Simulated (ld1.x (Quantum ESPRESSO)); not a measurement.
Which change was made? (Hf, RRKJ)

Hf (Z = 72), norm-conserving RRKJ (Kleinman–Bylander form), made with ld1.x (Quantum ESPRESSO) 7.5 (LDA (PZ), scalar-relativistic). Core [Xe] 4f14, reference 5d2 6s1 6p1. Waves: 6s (bound): rc 3.05 bohr; 6p (bound): rc 3.00 bohr; 5d (bound): rc 2.30 bohr. Local part: all-electron potential smoothed inside 2.70 bohr (lloc = -1). Core correction: a·sin(br)/r model core, default radius (core density twice the valence density). rho0 = 0.005.

Cutoffs, loose and tight: the cutoffs (Ry, on a coarse ladder) from which the occupation-weighted sum of valence levels, in a spherical-Bessel basis at the reference potential, stays within 10 and 1 mRy of its value at 400 Ry. They do not see the model core or the augmentation charge, which bear on the density cutoff. Test errors are all-electron minus pseudo excitation energies from the reference, over the configurations 5d2 6s2 6p0; 5d2 6s1 6p0; 5d2 6s0 6p0; 5d2 6s0 6p1; 5d1 6s2 6p0; 5d1 6s2 6p1; 5d3 6s1 6p0 (two spin-polarised tests are not counted in the largest error); variants that change the core or the reference have their own tests.

The base gives: outcome: generated; cutoff, loose: 21 Ry; cutoff, tight: 25 Ry; bound ghosts: s; largest test error (meV): +48.

(1) After one change the result is: outcome: generated; cutoff, loose: 45 Ry; cutoff, tight: 70 Ry; bound ghosts: s; largest test error (meV): +46. Which change was it?
A. wave 5d (bound): rc 2.30 bohr becomes 5d (bound): rc 2.58 bohr
B. wave 5d (bound): rc 2.30 bohr becomes 5d (bound): rc 3.40 bohr
C. wave 5d (bound): rc 2.30 bohr becomes 5d (bound): rc 1.44 bohr

Results:

(1) C. The others give: wave 5d (bound): rc 2.30 bohr becomes 5d (bound): rc 3.40 bohr → outcome: generated; cutoff, loose: 12 Ry; cutoff, tight: 18 Ry; bound ghosts: s; largest test error (meV): +94 | wave 5d (bound): rc 2.30 bohr becomes 5d (bound): rc 2.58 bohr → outcome: generated; cutoff, loose: 18 Ry; cutoff, tight: 21 Ry; bound ghosts: s; largest test error (meV): +53.
